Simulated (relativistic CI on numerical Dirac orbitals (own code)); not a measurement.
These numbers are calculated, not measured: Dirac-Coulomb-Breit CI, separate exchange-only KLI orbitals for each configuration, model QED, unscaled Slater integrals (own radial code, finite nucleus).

The strongest absorption lines from the ground level of an ion, among the configurations computed and to levels below about 5440 eV (vacuum wavelength in Å, gf): 3.1094 (0.1), 3.1526 (0.068), 4.3035 (0.26), 4.3585 (0.052), 4.4820 (0.25), 11.389 (0.00056), 29.198 (0.56), 89.295 (0.053).

(1) Which ion is it?
A. Tm LVIII
B. Gd LIII
C. Pr XLVIII
D. Tm LX

Results:

(1) A. Tm LVIII has 12 electrons and the ground level 3s2 1S_0; the strongest line goes to 3s 3p 1P°_1. The pattern of lines fixes the number of electrons, and along that sequence the line energies rise steadily with the charge (about as its square where n changes within one kind of shell, about linearly where n is kept but much faster in heavy ions where fine structure, which grows about as Z⁴, sets the gap, and irregularly where shells cross), which fixes Z. Configurations outside the model, such as inner-shell arrays, can give stronger lines. At this charge energies of transitions that change n are usually good to better than 1 %, and those within a shell (Δn = 0) to a few per cent.

LS names give the leading component of a level, which can be under half, so a name can repeat, a term be missing and a line seem to break the LS rules.
